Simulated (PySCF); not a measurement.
Cl3Ge, SMILES [Cl][Ge]([Cl])[Cl] (connectivity only; charge and spin as stated), charge +1, multiplicity 1. Atoms are numbered in the order given.

```xyz
4

Cl     2.0739     0.0000     0.0000
Ge     0.0000     0.0000     0.0000
Cl    -1.0370    -1.7961     0.0000
Cl    -1.0370     1.7961     0.0000
```
Charge +1, spin multiplicity 1.

Geometry: B3LYP-D3(BJ)/def2-SVP. The spin state was assumed, not searched. The isomer is the one that the SMILES or the coordinates give; other isomers of the formula were not compared.

The numbers are results of PySCF with M06-2X/def2-TZVPD, not measurements.

Mulliken values depend strongly on the basis, most of all with diffuse functions as here. ESP charges are fitted to the potential on shells at 1.4 to 2.0 van der Waals radii. Atomic charges (e):

```json
[
 {"atom": "Cl1", "IAO": "___", "ESP fit": "0.20", "Mulliken": "-0.10"},
 {"atom": "Ge2", "IAO": "___", "ESP fit": "0.41", "Mulliken": "1.29"},
 {"atom": "Cl3", "IAO": "___", "ESP fit": "0.19", "Mulliken": "-0.10"},
 {"atom": "Cl4", "IAO": "___", "ESP fit": "0.19", "Mulliken": "-0.10"}
]
```

### Question
What belongs in the gaps? (The exact figures need the calculation; the answer reports its results.)

### Answer

- Cl1, IAO: -0.07
- Ge2, IAO: 1.22
- Cl3, IAO: -0.07
- Cl4, IAO: -0.07
